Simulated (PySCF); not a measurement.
Vertical excitations of a molecule C₃H₆FNSi from TDDFT-PBE/def2-SVPD run with PySCF, as energy in eV (oscillator strength): 4.09 (0.000), 5.42 (0.014), 5.58 (0.029), 5.82 (0.002), 5.90 (0.043), 6.35 (0.026), 6.58 (0.002), 6.68 (0.041), 6.77 (0.055), 6.97 (0.017). Lowest triplet (TDA): 3.30 eV. The structure is a stationary point at PBE-D3(BJ)/def2-SVP. One conformer was computed; it need not be the lowest.

Pick the molecule that these values belong to.
A) C[Si@@H](F)CC#N
B) F[C@H]1CC([SiH3])=N1
C) C[C@@]1(F)N=C[SiH2]1
D) F[C@H]1C[SiH2]C=N1

D, F[C@H]1C[SiH2]C=N1
